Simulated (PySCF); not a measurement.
CH5FO2Si, SMILES CO[SiH](O)F. The structure is a stationary point at PBE0-D3(BJ)/def2-SVP. This is a generated structure with no PubChem entry under its InChIKey; it may be hypothetical. One conformer was computed; it need not be the lowest.

Give the equilibrium geometry at PBE0-D3(BJ)/def2-SVP (PySCF confirms it by a frequency run) as a Z-matrix. (The exact figures need the calculation; the answer reports its results.)

This is not unique; one that fits is 
```
O
C 1 1.4039
H 2 1.1000 1 108.70
H 2 1.1033 3 108.38 1 -121.74
H 2 1.1044 3 107.93 4 -117.15
Si 1 1.6429 2 126.40 3 -167.38
F 6 1.6217 1 106.74 2 45.51
O 6 1.6360 7 111.44 1 -118.33
H 8 0.9621 6 117.01 7 77.93
H 6 1.4742 7 107.22 1 123.45
```
